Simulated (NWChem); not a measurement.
System: TaNH$_{2}$OF$_{2}$; SMILES [F][Ta]([OH])([F])=[NH]

```xyz
7

Ta     0.0370    -0.0653     0.0000
N     -1.7135     0.1065     0.0000
H     -2.7234     0.1726     0.0000
F      0.5365    -0.9899     1.5711
F      0.5365    -0.9899    -1.5711
O      0.7932     1.6716     0.0000
H      0.4313     2.5622     0.0000
```
Atoms are numbered in this order, from 1.

Level: PBE0/def2-SVP with def2 effective core potentials on Ta (NWChem), optimised geometry, unscaled harmonic frequencies. def2 effective core potentials on Ta; no spin-orbit coupling.

Problem. List the harmonic frequencies with IR intensities, and the thermochemistry.

Solution. 
```
frequency (cm⁻¹)  IR intensity (km/mol)
----------------  ---------------------
160                                 8.4
172                                 0.1
197                                 3.0
241                                16.5
241                                 1.4
433                               103.5
508                               279.2
554                               197.7
637                                38.5
684                               111.0
686                               137.3
742                               102.8
1029                              124.0
3706                              176.7
3948                              242.0
```

- zero-point energy = 19.9 kcal/mol
- thermal correction to the enthalpy at 298.15 K (with zero-point energy) = 24.8 kcal/mol
- heat capacity Cv = 22.6 cal/(mol K)
- entropy at 298.15 K and 1 atm (symmetry number 1) = 83.4 cal/(mol K)

Rigid rotor and harmonic oscillator.
